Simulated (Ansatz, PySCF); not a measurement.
Species: HTe$_{2}$ (charge 0, doublet). It need not be the lowest isomer of its formula. SMILES: [TeH][Te]
Geometry: optimised at B3LYP-D3(BJ)/def2-TZVP (Ansatz, a program for electronic structure).

Wanted: atomisation energy (electronic, to ground-state atoms), in kJ/mol. Correlated levels leave the core frozen unless marked. UHF or UKS for open shells. Spin-orbit coupling is left out. The frozen core is the preceding noble-gas configuration, with the filled d and f shells of earlier blocks. Past Kr the def2 sets carry scalar-relativistic core potentials. The coupled-cluster limit lacks core correlation, which all-electron functionals hold. Basis-set limits of correlation are two-point, X^-3; Hartree-Fock from the larger set.

```csv
level,program,atomisation energy (kJ/mol)
BLYP-D4/def2-TZVPD,Ansatz + dftd4,540.5
PBE0/def2-SVP,Ansatz,501.9
PBE0-D4/def2-TZVPD,Ansatz + dftd4,520.2
BHLYP/def2-TZVPD,Ansatz,[?]
TPSSh-D4/def2-TZVPD,PySCF + dftd4,[?]
r2SCANh-D4/def2-TZVPD,Ansatz + dftd4,512.3
r2SCAN0/def2-TZVPD,Ansatz,497.4
PW6B95-D4/def2-TZVPD,PySCF + dftd4,527.3
HSE06-D3(BJ)/def2-TZVPD,Ansatz + dftd3,520.7
HSE06-D4/def2-TZVPD,Ansatz + dftd4,520.3
CAM-B3LYP-D3(BJ)/def2-TZVPD,Ansatz + dftd3,505.0
LC-wPBE/def2-TZVPD,Ansatz,470.5
CCSD/def2-QZVPPD,Ansatz,475.1
"CCSD(T)/CBS(def2-TZVPPD,def2-QZVPPD)",Ansatz,508.4
```

### Question
Some entries are withheld; supply them.

### Answer

- BHLYP/def2-TZVPD, atomisation energy (kJ/mol): 475.7
- TPSSh-D4/def2-TZVPD, atomisation energy (kJ/mol): 545.3
